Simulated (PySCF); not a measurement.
Isomers of C5H8Si, mass 96.040 u with the commonest isotopes. Method used: PBE0-D3(BJ)/def2-SVP geometry optimisation, gas phase (PySCF 2.14.0). One conformer each, none proved a minimum here; rigid rotors.

Task: Order these by rotational constant B, largest first.
A. `[CH2:1]=[C:2]=[C:3]=[CH:4][CH2:5][SiH3:6]` with C3–C4–C5–Si6 102°
B. `[SiH3:1][CH2:2][CH:3]=[C:4]1[CH:5]=[CH:6]1` with Si1–C2–C3–C4 103°
C. `[CH:1]#[C:2][C@H:3]1[CH2:4][CH2:5][SiH2:6]1` with C2–C3–C4–C5 150°, C3–C4–C5–Si6 -24°, C4–C5–Si6–C3 20°, C2–C3–Si6–C5 -142°
D. `C=CC#CC[SiH3]`
E. `CC1C=C[SiH2]C=1`

Result: E (2344 MHz), C (1952 MHz), B (1263 MHz), A (1033 MHz), D (1002 MHz).

Task: Order these by out-of-plane moment Σ m c² = (Ia + Ib − Ic)/2, smallest first.
A. `C1[SiH2]C=C(C)C=1`
B. `[CH:1]#[C:2][C@H:3]1[CH2:4][CH2:5][SiH2:6]1` with C2–C3–C4–C5 150°, C3–C4–C5–Si6 -24°, C4–C5–Si6–C3 20°, C2–C3–Si6–C5 -142°
C. `[CH2:1]=[C:2]=[C:3]=[CH:4][CH2:5][SiH3:6]` with C3–C4–C5–Si6 102°
D. `C=CC#CC[SiH3]`
E. `[SiH3:1][CH2:2][CH:3]=[C:4]1[CH:5]=[CH:6]1` with Si1–C2–C3–C4 103°

Result: A (4.52 u·Å²), B (13.19 u·Å²), D (14.60 u·Å²), C (15.29 u·Å²), E (24.44 u·Å²).

Task: Order these by radius of gyration √(Σ m r²/M), largest first.
A. `[CH2:1]=[C:2]=[C:3]=[CH:4][CH2:5][SiH3:6]` with C3–C4–C5–Si6 102°
B. `[SiH3:1][CH2:2][CH:3]=[C:4]1[CH:5]=[CH:6]1` with Si1–C2–C3–C4 103°
C. `[CH:1]#[C:2][C@H:3]1[CH2:4][CH2:5][SiH2:6]1` with C2–C3–C4–C5 150°, C3–C4–C5–Si6 -24°, C4–C5–Si6–C3 20°, C2–C3–Si6–C5 -142°
D. `C=CC#CC[SiH3]`
E. `CC1=C[SiH2]C=C1`

Result: D (2.385 Å), A (2.353 Å), B (2.132 Å), C (1.854 Å), E (1.752 Å).

```csv
SMILES,point group,Ia (u·Å²),Ib (u·Å²),Ic (u·Å²),κ,μa (D),μb (D),μc (D)
C#C[C@H]1CC[SiH2]1,C1,84.23,258.95,316.80,-0.84,1.10,0.33,0.17
C=C=C=CC[SiH3],C1,57.84,489.40,516.65,-0.99,0.37,0.39,0.34
[SiH3]CC=C1C=C1,C1,60.62,400.21,411.96,-0.99,2.46,0.50,0.45
C=CC#CC[SiH3],C1,56.28,504.46,531.54,-0.99,0.35,0.35,0.15
CC1=C[SiH2]C=C1,Cs,83.76,215.64,290.37,-0.72,1.04,0.36,0.00
```
